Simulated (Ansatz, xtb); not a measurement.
**ClGeH3Si2: which of two structures lies lower**

Structure X: a singlet given by its coordinates. Structure Y: a singlet given by its coordinates. Both are isolated molecules in the gas phase, relaxed with PBE0-D3(BJ)/def2-SVP.

X (Å):

```xyz
7

Cl   -3.5421    1.5679    0.6203
Ge   -1.6605    1.5244    2.5753
Si   -2.0000    1.0330   -0.8038
Si   -0.3598    0.9774    0.7896
H    -2.0510    2.1165   -1.8303
H    -2.5051   -0.2180   -1.4444
H     1.0625    0.6484    0.4874
```

Close contacts (Å): Cl1–Ge2 2.71, Cl1–Si3 2.17, Ge2–Si4 2.28, Si3–Si4 2.29, Si3–H5 1.49, Si3–H6 1.49, Si4–H7 1.49.

Y (Å):

```xyz
7

Cl   -3.9046    2.4044   -1.4220
Ge   -0.0291    0.7996   -1.1989
Si   -2.1004    1.7259   -0.6778
Si   -1.1200    0.8872    1.1483
H    -1.8106    0.2676   -1.3764
H    -1.5164   -0.3363    1.9087
H    -0.5276    1.9176    2.0497
```

Close contacts (Å): Cl1–Si3 2.07, Ge2–Si3 2.33, Ge2–Si4 2.59, Si3–Si4 2.24, Ge2–H5 1.87, Si3–H5 1.64, Si4–H6 1.49, Si4–H7 1.49.

Question: Estimate which is lower in electronic energy at CCSD(T)/def2-SVP + ΔMP2/def2-TZVPP, and by roughly how much.

Answer: Too close to call at this level: CCSD(T)/def2-SVP + ΔMP2/def2-TZVPP gives E(Y) − E(X) = +0.81 kcal/mol.

The same difference at several levels:

| level | geometry | E(Y) − E(X) (kcal/mol) | departure from the last row (kcal/mol) | job, with rough time for the two |
| --- | --- | --- | --- | --- |
| PBE0-D3(BJ)/def2-SVP | PBE0-D3(BJ)/def2-SVP | +0.37 | −0.45 | optimisation, 37 s |
| HF/def2-SVP | PBE0-D3(BJ)/def2-SVP | +8.73 | +7.92 | part of the CCSD(T) run |
| MP2/def2-SVP | PBE0-D3(BJ)/def2-SVP | +2.81 | +2.00 | part of the CCSD(T) run |
| CCSD(T)/def2-SVP | PBE0-D3(BJ)/def2-SVP | +4.84 | +4.03 | single point |
| CCSD(T)/def2-SVP + ΔMP2/def2-TZVPP | PBE0-D3(BJ)/def2-SVP | +0.81 |  | single point, 28 s |

The largest departure from CCSD(T)/def2-SVP + ΔMP2/def2-TZVPP is that of HF/def2-SVP, 7.92 kcal/mol. Levels run at GFN2-xTB geometries aren't shown. The last row adds to CCSD(T) the change of the MP2 difference between the two basis sets, here −4.03 kcal/mol, a large step that makes the value less sure.

With harmonic frequencies from PBE0-D3(BJ)/def2-SVP (ideal gas, rigid rotor, one conformer each, 1000 K, 1 atm): on the last row, ΔE + ΔZPE = +0.57 kcal/mol. A mode under 50 cm⁻¹ makes harmonic enthalpies and free energies unreliable, so none is given.

The correlated steps freeze 24 core orbitals; the filled d shell of Ge is correlated, in a basis made for valence electrons. Programs: Ansatz 0.2.0; the last row on 1 thread of Intel(R) Xeon(R) 6975P-C (Granite Rapids) on a shared host.
